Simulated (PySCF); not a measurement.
HO₄S, charge -1. Atoms are numbered in the order given.

```xyz
6

O      1.3029    -0.8241     0.0000
S     -0.1409     0.0563     0.0000
O      0.3645     1.4529     0.0000
O     -0.8159    -0.3626    -1.2401
O     -0.8159    -0.3626     1.2401
H      1.9701    -0.1289     0.0000
```
Charge -1, spin multiplicity 1.

Geometry: PBE0-D3(BJ)/def2-SVPD. One conformer was computed; it need not be the lowest.

The numbers are results of PBE0-D3(BJ)/def2-SVPD (PySCF 2.14.0), not measurements.

Frequencies are harmonic and unscaled.

Computed harmonic wavenumbers and intensities:
```json
[
 {"mode": "1", "ν (cm⁻¹)": "64", "IR (km/mol)": "67.9", "moving atoms (share of kinetic energy)": "H 85 %, O 15 %"},
 {"mode": "2", "ν (cm⁻¹)": "369", "IR (km/mol)": "4.3", "moving atoms (share of kinetic energy)": "O 89 %, H 10 %"},
 {"mode": "3", "ν (cm⁻¹)": "372", "IR (km/mol)": "3.7", "moving atoms (share of kinetic energy)": "O 92 %"},
 {"mode": "4", "ν (cm⁻¹)": "525", "IR (km/mol)": "31.8", "moving atoms (share of kinetic energy)": "O 77 %, S 20 %"},
 {"mode": "5", "ν (cm⁻¹)": "540", "IR (km/mol)": "34.8", "moving atoms (share of kinetic energy)": "O 80 %, S 20 %"},
 {"mode": "6", "ν (cm⁻¹)": "542", "IR (km/mol)": "8.3", "moving atoms (share of kinetic energy)": "O 89 %, S 9 %"},
 {"mode": "7", "ν (cm⁻¹)": "721", "IR (km/mol)": "267.4", "moving atoms (share of kinetic energy)": "O 52 %, S 47 %"},
 {"mode": "8", "ν (cm⁻¹)": "1023", "IR (km/mol)": "65.2", "moving atoms (share of kinetic energy)": "O 87 %, S 11 %"},
 {"mode": "9", "ν (cm⁻¹)": "1103", "IR (km/mol)": "172.9", "moving atoms (share of kinetic energy)": "H 64 %, O 32 %"},
 {"mode": "10", "ν (cm⁻¹)": "1252", "IR (km/mol)": "378.7", "moving atoms (share of kinetic energy)": "O 55 %, S 45 %"},
 {"mode": "11", "ν (cm⁻¹)": "1262", "IR (km/mol)": "328.3", "moving atoms (share of kinetic energy)": "S 41 %, O 39 %, H 20 %"},
 {"mode": "12", "ν (cm⁻¹)": "3883", "IR (km/mol)": "56.4", "moving atoms (share of kinetic energy)": "H 94 %"}
]
```
